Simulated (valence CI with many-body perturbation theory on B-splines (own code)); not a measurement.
## Pd32+: fill in the table

Calculated by relativistic CI+MBPT: four valence electrons over a frozen Dirac-Fock core [Ne], a basis of 11 s, 11 p, 9 d, 7 f, 5 g, 2 h, 1 i functions for each j, with the one-electron correlation potential Σ1 (screened to all orders), the two-electron term Σ2, the three-electron term Σ3, Breit, model QED; selected single and double excitations, second order for the rest (own B-spline code, finite nucleus).

No measured spectrum was set against this ion. As an estimate, large intervals hold to a few tenths of a per cent, small ones and those within an open d or f shell to about a per cent.

| Level | E (cm⁻¹) |
| --- | --- |
| (3s^2 3p1/2^2) J=0 | 0 |
| (3s^2 3p1/2 3p3/2) J=1 | ? |
| (3s^2 3p1/2 3p3/2) J=2 | 303310 |
| (3s^2 3p3/2^2) J=2 | 595710 |
| (3s^2 3p3/2^2) J=0 | 688840 |
| (3s 3p1/2^2 3p3/2) J=2 | 893210 |
| (3s 3p1/2^2 3p3/2) J=1 | 1026100 |
| (3s 3p1/2 3p3/2^2) J=2 [a] | 1137300 |
| (3s 3p1/2 3p3/2^2) J=3 | ? |
| (3s^2 3p1/2 3d3/2) J=2 | ? |
| (3s 3p1/2 3p3/2^2) J=0 | 1296800 |
| (3s 3p1/2 3p3/2^2) J=1 [a] | ? |
| (3s 3p1/2 3p3/2^2) J=2 [b] | 1349300 |
| (3s^2 3p1/2 3d5/2) J=3 | 1379900 |
| (3s^2 3p1/2 3d3/2) J=1 | 1395600 |
| (3s^2 3p1/2 3d5/2) J=2 | 1436000 |
| (3s 3p1/2 3p3/2^2) J=1 [b] | 1444800 |
| (3s 3p3/2^3) J=2 | ? |
| (3s^2 3p3/2 3d5/2) J=4 | ? |
| (3s^2 3p3/2 3d3/2) J=1 | 1644500 |

Levels are named by their leading jj configuration (3d3/2^4 stands for four electrons in 3d with j = 3/2), which in mixed levels can hold well under half, so a name can repeat and another be missing. Letters in brackets count levels of one name in rising energy.

(1) The levels stand in rising order. What does the calculation give for the missing energies?

Results:

(1) (3s^2 3p1/2 3p3/2) J=1 262350; (3s 3p1/2 3p3/2^2) J=3 1205100; (3s^2 3p1/2 3d3/2) J=2 1209600; (3s 3p1/2 3p3/2^2) J=1 [a] 1319800; (3s 3p3/2^3) J=2 1531700; (3s^2 3p3/2 3d5/2) J=4 1607300.
